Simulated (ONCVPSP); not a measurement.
## Logarithmic derivatives: Ce, ONCV

* Element: cerium (Ce)
* Generator: ONCVPSP 4.0.1
* Type: optimised norm-conserving Vanderbilt (ONCV)
* Functional: PBEsol
* Relativity: scalar-relativistic
* Frozen core: [Kr] 4d10
* Valence charge: 12
* Reference configuration: 4f1 5s2 5p6 5d1 6s1.75 (charge +0.25)
* Partial waves: 5s+6s: rc 2.85 bohr, ncon 3, nbas 6, qcut 6.7 1/bohr, 2 projectors; 5p: rc 1.70 bohr, ncon 4, nbas 8, qcut 7.3 1/bohr, 2 projectors, debl 2.7 Ha; 5d: rc 2.65 bohr, ncon 4, nbas 9, qcut 6 1/bohr, 1 projector; 4f: rc 1.20 bohr, ncon 4, nbas 9, qcut 18 1/bohr, local
* Local potential: the f channel
* Core correction: polynomial model core, fcfact 0.6

The phase is arctan(r·R′/R) of the radial function R(r), unwrapped; energies in Ha, scanned from -3 to 5 Ha. A pole is an energy at which the radial function vanishes at the test radius. The pseudo phase is shifted by a multiple of π to meet the all-electron one at the reference energy, and phase errors are pseudo minus all-electron; the curves can meet again beyond the range given. Levels narrower than the energy grid can be missing from the lists of poles.

A narrow feature of the pseudo curve, probably an extra level, lies near 0.64 Ha in the s channel; the grid steps over it, so the window and error are not given (n/a).

Task: For each channel, where are the poles, and over which energies does the pseudopotential scatter like the atom?

Result:

```csv
channel,radius (bohr),reference energy (Ha),"poles, all-electron","poles, pseudo",unbroken range about the reference energy with phases within 0.05 rad,phase error 1 Ha above the reference energy (rad)
s,2.89,-0.18,"-1.49, 1.57","-1.49, 1.64",n/a,n/a
p,1.73,-0.90,1.49,1.49,below 4.7,-0.000
d,2.69,-0.16,"0.48, 4.10","0.47, 3.61",below 1.3,-0.010
f,1.22,-0.25,1.20,1.29,below 2.6,+0.008
```

Note: ghosts flagged at negative energy: s at -583.6 eV, p at -305.1 eV, d at -152.5 eV; GHOST(+) flagged for s at 19.4 eV. A true bound ghost makes a file unfit for plane-wave use.

Phases in the p channel:

```json
{"E (Ha)": "-2.98", "all-electron": "1.026", "pseudo": "1.024"}
{"E (Ha)": "-2.76", "all-electron": "0.955", "pseudo": "0.952"}
{"E (Ha)": "-2.54", "all-electron": "0.859", "pseudo": "0.856"}
{"E (Ha)": "-2.32", "all-electron": "0.725", "pseudo": "0.723"}
{"E (Ha)": "-2.10", "all-electron": "0.536", "pseudo": "0.533"}
{"E (Ha)": "-1.88", "all-electron": "0.269", "pseudo": "0.267"}
{"E (Ha)": "-1.66", "all-electron": "-0.071", "pseudo": "-0.073"}
{"E (Ha)": "-1.44", "all-electron": "-0.427", "pseudo": "-0.428"}
{"E (Ha)": "-1.22", "all-electron": "-0.724", "pseudo": "-0.724"}
{"E (Ha)": "-1.00", "all-electron": "-0.940", "pseudo": "-0.940"}
{"E (Ha)": "-0.78", "all-electron": "-1.092", "pseudo": "-1.092"}
{"E (Ha)": "-0.56", "all-electron": "-1.201", "pseudo": "-1.201"}
{"E (Ha)": "-0.34", "all-electron": "-1.282", "pseudo": "-1.282"}
{"E (Ha)": "-0.12", "all-electron": "-1.343", "pseudo": "-1.344"}
{"E (Ha)": "0.10", "all-electron": "-1.393", "pseudo": "-1.393"}
{"E (Ha)": "0.32", "all-electron": "-1.433", "pseudo": "-1.433"}
{"E (Ha)": "0.54", "all-electron": "-1.466", "pseudo": "-1.466"}
{"E (Ha)": "0.76", "all-electron": "-1.495", "pseudo": "-1.495"}
{"E (Ha)": "0.98", "all-electron": "-1.521", "pseudo": "-1.521"}
{"E (Ha)": "1.20", "all-electron": "-1.544", "pseudo": "-1.544"}
{"E (Ha)": "1.42", "all-electron": "-1.565", "pseudo": "-1.565"}
{"E (Ha)": "1.64", "all-electron": "-1.584", "pseudo": "-1.584"}
{"E (Ha)": "1.86", "all-electron": "-1.603", "pseudo": "-1.603"}
{"E (Ha)": "2.08", "all-electron": "-1.621", "pseudo": "-1.621"}
{"E (Ha)": "2.30", "all-electron": "-1.640", "pseudo": "-1.640"}
{"E (Ha)": "2.52", "all-electron": "-1.658", "pseudo": "-1.658"}
{"E (Ha)": "2.74", "all-electron": "-1.677", "pseudo": "-1.677"}
{"E (Ha)": "2.96", "all-electron": "-1.697", "pseudo": "-1.698"}
{"E (Ha)": "3.18", "all-electron": "-1.718", "pseudo": "-1.720"}
{"E (Ha)": "3.40", "all-electron": "-1.742", "pseudo": "-1.744"}
{"E (Ha)": "3.62", "all-electron": "-1.769", "pseudo": "-1.773"}
{"E (Ha)": "3.84", "all-electron": "-1.800", "pseudo": "-1.806"}
{"E (Ha)": "4.06", "all-electron": "-1.837", "pseudo": "-1.847"}
{"E (Ha)": "4.28", "all-electron": "-1.882", "pseudo": "-1.898"}
{"E (Ha)": "4.50", "all-electron": "-1.939", "pseudo": "-1.968"}
{"E (Ha)": "4.72", "all-electron": "-2.015", "pseudo": "-2.066"}
{"E (Ha)": "4.94", "all-electron": "-2.120", "pseudo": "-2.214"}
```
